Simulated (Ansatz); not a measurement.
The first iterations of a band of ClF2H3HfOSi + H3P (13 atoms, charge 0, multiplicity 1).

The calculation used RKS PBE/def2-SVP (Ansatz 0.2.0).

```
movable images  : 5
climbing image  : yes
spring          : 5.0 eV/Å²
optimiser       : quadratic models (default)
start path      : through a guess of the saddle point
force threshold : 0.05 eV/Å
iteration limit : 60
end points      : relaxed
```

Initial state:

```xyz
13
Properties=species:S:1:pos:R:3
Hf -0.359 0.093 -0.119
O -0.911 -0.107 1.723
Si -1.446 -0.226 3.321
H -2.819 -0.835 3.333
H -0.494 -1.099 4.089
H -1.486 1.147 3.927
F 1.557 0.182 -0.227
F -1.049 1.768 -0.737
Cl -1.255 -1.643 -1.466
P 1.736 -3.427 1.321
H 0.682 -3.416 0.338
H 2.344 -2.236 0.784
H 0.952 -2.679 2.272
```

Final state:

```xyz
13
Properties=species:S:1:pos:R:3
Hf 0.177 -0.606 0.040
O -1.008 -1.325 1.908
Si -1.503 -0.354 3.271
H -2.516 0.655 2.837
H -2.118 -1.330 4.230
H -0.265 0.259 3.832
F 0.974 0.187 -1.506
F -0.255 1.020 1.007
Cl -1.301 -2.212 -0.977
P 2.348 -1.647 1.061
H 1.668 -2.888 1.353
H 2.776 -2.095 -0.243
H -1.523 -2.141 1.744
```

| iteration | highest image above the first end (eV) | largest band force component (eV/Å) |
| --- | --- | --- |
| 1 | 8.703 | 14.609 |
| 2 | 3.809 | 5.886 |
| 3 | 2.209 | 2.377 |
| 4 | 1.911 | 2.002 |
| 5 | 1.879 | 5.503 |
| 6 | 1.414 | 1.503 |
| 7 | 1.208 | 0.683 |
| 8 | 1.047 | 0.384 |
| 9 | 1.112 | 0.599 |

Question: Does the band converge within its limit, and where does its top end?

Answer: It converged. It ended after 27 iterations with the highest image 1.155 eV above the first end. A vibrational analysis at the climbing image gives one clearly imaginary mode, 743i cm⁻¹: a first-order saddle point. The orbitals stay closed-shell, which can raise the energy where a bond breaks towards radicals; this wasn't checked here.

The run took 5.2 min on 4 threads of AMD EPYC 7B13 (Zen 3) (shared host), peak memory 0.28 GiB.
